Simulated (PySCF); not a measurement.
I$_{3}$In, singlet, geometry from GFN2-xTB (such geometries of metal compounds can be far from the true shape) (all electrons, no relativity); MN15/STO-3G (PySCF).

The PySCF input:
```python
from pyscf import gto, scf, dft

mol = gto.Mole()
mol.atom = '''
    In   -0.00000000   -0.00000000    0.00000000
    I     2.54499834   -0.41292967   -0.80803752
    I    -0.93309036   -1.23964966    2.21202695
    I    -1.61190798    1.65257933   -1.40398942
'''
mol.basis = 'sto-3g'
mol.verbose = 3
mol.build()

mf = dft.RKS(mol)
mf.xc = 'mn15'
mf.kernel()
mf.analyze()
```

What the program printed (banner, timings and long lists left out):

```
converged SCF energy = -26228.2302832594
**** MO energy ****
MO #1   energy= -1147.34652074524  occ= 2
MO #2   energy= -1147.34651812419  occ= 2
MO #3   energy= -1147.34651683006  occ= 2
MO #4   energy= -971.369101547923  occ= 2
MO #5   energy= -169.278489601673  occ= 2
MO #6   energy= -169.278475628423  occ= 2
MO #7   energy= -169.278473489715  occ= 2
MO #8   energy= -163.223440961116  occ= 2
MO #9   energy= -163.223438359097  occ= 2
MO #10  energy= -163.223436973916  occ= 2
MO #11  energy= -163.22166861138   occ= 2
MO #12  energy= -163.221665332113  occ= 2
MO #13  energy= -163.22166359109   occ= 2
MO #14  energy= -163.221495001734  occ= 2
MO #15  energy= -163.221492465964  occ= 2
MO #16  energy= -163.221490924068  occ= 2
MO #17  energy= -139.043154836034  occ= 2
MO #18  energy= -133.511755467422  occ= 2
MO #19  energy= -133.511755432595  occ= 2
MO #20  energy= -133.511448678655  occ= 2
MO #21  energy= -32.000895528962   occ= 2
MO #22  energy= -32.0008256354948  occ= 2
MO #23  energy= -32.0008234161068  occ= 2
MO #24  energy= -29.9620499298022  occ= 2
MO #25  energy= -29.96203293373    occ= 2
MO #26  energy= -29.9620306233784  occ= 2
MO #27  energy= -29.9577096525215  occ= 2
MO #28  energy= -29.9576554205478  occ= 2
MO #29  energy= -29.9576531686086  occ= 2
MO #30  energy= -29.9571664093476  occ= 2
MO #31  energy= -29.9571644434991  occ= 2
MO #32  energy= -29.9571444931763  occ= 2
MO #33  energy= -24.604035453333   occ= 2
MO #34  energy= -22.5643416773411  occ= 2
MO #35  energy= -22.5560885594258  occ= 2
MO #36  energy= -22.5560878409161  occ= 2
MO #37  energy= -21.6736937942981  occ= 2
MO #38  energy= -21.6736913667182  occ= 2
MO #39  energy= -21.673687064403   occ= 2
MO #40  energy= -21.6727513269709  occ= 2
MO #41  energy= -21.6727474080175  occ= 2
MO #42  energy= -21.672745820451   occ= 2
MO #43  energy= -21.6723885432478  occ= 2
MO #44  energy= -21.6723868762935  occ= 2
MO #45  energy= -21.6723844589803  occ= 2
MO #46  energy= -21.6695919485704  occ= 2
MO #47  energy= -21.6695893174087  occ= 2
MO #48  energy= -21.6695882648245  occ= 2
MO #49  energy= -21.6695805031576  occ= 2
MO #50  energy= -21.6695782736902  occ= 2
MO #51  energy= -21.6695768807894  occ= 2
MO #52  energy= -15.2764507493954  occ= 2
MO #53  energy= -15.2727148444968  occ= 2
MO #54  energy= -15.2727147410642  occ= 2
MO #55  energy= -15.2673392910907  occ= 2
MO #56  energy= -15.2673383878124  occ= 2
MO #57  energy= -5.36843258894164  occ= 2
MO #58  energy= -5.36842988600524  occ= 2
MO #59  energy= -5.3684262196659   occ= 2
MO #60  energy= -4.31506654302678  occ= 2
MO #61  energy= -4.3150521361591   occ= 2
MO #62  energy= -4.31504998496715  occ= 2
MO #63  energy= -4.30163754863495  occ= 2
MO #64  energy= -4.30162208504986  occ= 2
MO #65  energy= -4.30161754109953  occ= 2
MO #66  energy= -4.29990823465697  occ= 2
MO #67  energy= -4.29990237538975  occ= 2
MO #68  energy= -4.29989951428457  occ= 2
MO #69  energy= -3.45778978390022  occ= 2
MO #70  energy= -2.52472072558162  occ= 2
MO #71  energy= -2.51286361873216  occ= 2
MO #72  energy= -2.51285923807948  occ= 2
MO #73  energy= -1.57123998708438  occ= 2
MO #74  energy= -1.57123709306805  occ= 2
MO #75  energy= -1.57103534185449  occ= 2
MO #76  energy= -1.56708004010162  occ= 2
MO #77  energy= -1.56680276668292  occ= 2
MO #78  energy= -1.56679571588036  occ= 2
MO #79  energy= -1.56565299774151  occ= 2
MO #80  energy= -1.56564566318568  occ= 2
MO #81  energy= -1.56552171953636  occ= 2
MO #82  energy= -1.55558334725104  occ= 2
MO #83  energy= -1.55557782788966  occ= 2
MO #84  energy= -1.55557317478935  occ= 2
MO #85  energy= -1.5555422064141   occ= 2
MO #86  energy= -1.55554151969953  occ= 2
MO #87  energy= -1.55553979701714  occ= 2
MO #88  energy= -0.560847195382922 occ= 2
MO #89  energy= -0.535725586016184 occ= 2
MO #90  energy= -0.535720809597277 occ= 2
MO #91  energy= -0.370460788659925 occ= 2
MO #92  energy= -0.366639392210431 occ= 2
MO #93  energy= -0.366636285723963 occ= 2
MO #94  energy= -0.362360452177518 occ= 2
MO #95  energy= -0.362352857627752 occ= 2
MO #96  energy= -0.32810491019196  occ= 2
MO #97  energy= -0.271434071474403 occ= 2
MO #98  energy= -0.271426286164387 occ= 2
MO #99  energy= -0.245154649821438 occ= 2
MO #100 energy= -0.21749769743797  occ= 2
MO #101 energy= -0.21749623334309  occ= 2
MO #102 energy= -0.21581567753204  occ= 2
MO #103 energy= -0.213562686828604 occ= 2
MO #104 energy= -0.213559246511252 occ= 2
MO #105 energy= 0.0355363917364619 occ= 0
MO #106 energy= 0.0512355210958738 occ= 0
MO #107 energy= 0.202364608524748  occ= 0
MO #108 energy= 0.202375058952888  occ= 0
 ** Mulliken atomic charges  **
charge of    0In =      0.41286
charge of    1I =     -0.13762
charge of    2I =     -0.13762
charge of    3I =     -0.13761
Dipole moment(X, Y, Z, Debye): -0.00005,  0.00003, -0.00011
```
